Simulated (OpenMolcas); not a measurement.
**Exact exchange and the electronic atomisation energy of InNH2Cl**

InNH2Cl: 5 atoms, total charge 0, spin state doublet. SMILES: `[NH2][In][Cl]`. The shape is that of a PBE0-D4/def2-TZVP optimisation. This is one conformer, not always the lowest.

The electronic atomisation energy y, in eV, basis def2-SVP with a core potential; a is the functional's share of exact exchange. Programs: OpenMolcas 26.06.

| functional | program | a | y (eV) |
| --- | --- | --- | --- |
| U-r2SCAN | OpenMolcas | 0 | 13.43 |
| UPBE | OpenMolcas | 0 | 13.73 |
| UB3LYP | OpenMolcas | 0.2 | 13.16 |
| UPBE0 | OpenMolcas | 0.25 | ? |
| UBHLYP | OpenMolcas | 0.5 | 12.58 |

Fit y = c + s·a to the known rows and predict UPBE0.


1. Means of the 4 rows: a = 0.1750, y = 13.225.
2. Σ(Δa)² = 0.1675, Σ(Δa·Δy) = -0.3355, so the slope is -0.3355/0.1675 = -2.003.
3. Intercept: 13.225 − (-2.003) × 0.1750 = 13.576. The largest residual of the fit is 0.15.
4. UPBE0: 13.576 + (-2.003) × 0.25 = 13.08 eV.

The run gave 13.27 eV, so the prediction is off by -0.19 eV, about the largest residual. The rows mix families of semi-local functionals, which the line can't see. Spin-orbit coupling is left out.
